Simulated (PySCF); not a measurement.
A GIAO shielding run with PySCF (density fitting, non-relativistic, gas phase) on SMILES CC[SiH2]O[Si@@H](N)N(C)C, C4H16N2OSi2:

```
$ OMP_NUM_THREADS=1 python probes_run.py task.json out

{"job": {"kind": "nmr", "xc": "PBE0", "basis": "pcSseg-1"}, "charge": 0, "multiplicity": 1}
C      4.445058     0.000190     0.068798
C      3.025579     0.362101     0.489865
Si     1.706731    -0.268685    -0.723742
O      0.247363     0.187299    -0.213133
Si    -1.088581     0.439183     0.680168
N     -1.537108     2.093430     0.848933
N     -2.369724    -0.311994    -0.176540
C     -3.738147    -0.105351     0.223872
C     -2.184731    -1.551540    -0.887794
H      5.175057     0.367200     0.789010
H      4.555859    -1.078721    -0.010399
H      4.676818     0.432897    -0.901571
H      2.950372     1.447625     0.588260
H      2.834705    -0.045208     1.485624
H      1.849586     0.332996    -2.052014
H      1.733288    -1.734954    -0.796823
H     -0.786442    -0.037943     2.031712
H     -0.904098     2.696107     1.347059
H     -1.893365     2.574283     0.038225
H     -3.820395     0.845579     0.739663
H     -4.387154    -0.095807    -0.656857
H     -4.087369    -0.899848     0.894976
H     -2.470379    -2.417264    -0.276917
H     -1.141628    -1.651607    -1.172504
H     -2.802230    -1.555824    -1.791350
```

Hardware: 1 thread of an Arm Neoverse V1, shared host. The job also computes population analyses, field gradients.

(1) How large is the calculation?

(2) How long does it take, and how much memory does it need?

Results:

(1) 90 electrons, 247 basis functions and 1319 auxiliary functions.

(2) 73 s of wall time, with 14 SCF cycles and 4 response iterations; peak memory 1.1 GiB. Times on a shared host scatter by some tens of per cent.
